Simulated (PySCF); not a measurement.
B(Br)(vinyl)(OH) (C2H4BBrO), SMILES C=CB(O)Br.

Coordinates come from a B3LYP-D3(BJ)/def2-SVP optimisation. This is a generated structure with no PubChem entry under its InChIKey; it may be hypothetical. One conformer was computed; it need not be the lowest.

Method: CAM-B3LYP/def2-TZVP in PySCF.

Symmetry labels are those of the subgroup Cs that the program uses (full group Cs).

List the valence orbital energies around the gap with their symmetry. (The exact figures need the calculation; the answer reports its results.)


| orbital | symmetry | energy (eV) |
|---|---|---|
| HOMO−7 | A' | -14.35 |
| HOMO−6 | A' | -13.73 |
| HOMO−5 | A" | -12.81 |
| HOMO−4 | A' | -11.81 |
| HOMO−3 | A' | -10.79 |
| HOMO−2 | A" | -10.03 |
| HOMO−1 | A' | -9.69 |
| HOMO | A" | -9.46 |
| LUMO | A" | -0.39 |
| LUMO+1 | A' | 1.55 |
| LUMO+2 | A' | 2.50 |
| LUMO+3 | A' | 2.73 |
